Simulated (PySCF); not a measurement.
B3LYP has the VWN-RPA correlation part, as in Gaussian. 

Cartesian coordinates (Å):
```xyz
6

F      1.7912    -0.9271    -0.4737
C      0.9884     0.0316    -0.0161
F      1.7401     1.0145     0.4761
Al    -0.9469     0.0070    -0.0615
H     -1.6095    -1.2691    -0.6908
H     -1.6627     1.2685     0.5385
```
Charge 0, spin multiplicity 2.

Predict the dipole moment, highest occupied spin orbital and total energy from B3LYP-D3(BJ)/def2-TZVP in PySCF 2.14.0.


```json
{
 "dipole_moment": "0.99 D",
 "highest_occupied_spin_orbital": "-6.04 eV",
 "total_energy": "-481.4965 Ha"
}
```
